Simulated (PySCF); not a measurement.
Relaxation of doublet RuF₃

These are results of UPBE0 in PySCF with Ru def2-TZVP with ECP28, F def2-TZVP; scalar-relativistic core potentials, no spin–orbit coupling; density-fitted integrals, not measurements. A (50,194) grid was used.

A hand-made trigonal pyramidal start, of C3v symmetry, held to at least that symmetry:

Coordinates in bohr (charge 0 multiplicity 2):
```
Ru    0.0000    0.0000   -0.6014
F     3.1536    0.0000    1.0753
F    -1.5768    2.7311    1.0753
F    -1.5768   -2.7311    1.0753
```

Problem. What does it relax to?

Solution. It ends at D3h with Ru–F 1.813 Å (×3); F–Ru–F 120.0° (×3). A frequency run shows a minimum. Other isomers or separated fragments may lie lower.

Problem. How much energy is released, and in how many steps?

Solution. 81.6 kJ/mol in 8 steps.

Open d and f shells are described by one determinant, and the ground state may have another occupation or spin. At this level a quartet minimum of C2v symmetry lies 55 kJ/mol below this structure.

The relaxation took 94 s on 4 threads of a shared Arm Neoverse V1 host, with 133 basis functions and 9 gradients; the process peaked at 0.76 GiB. Launch command: `OMP_NUM_THREADS=4 python axn.py task.json out`.
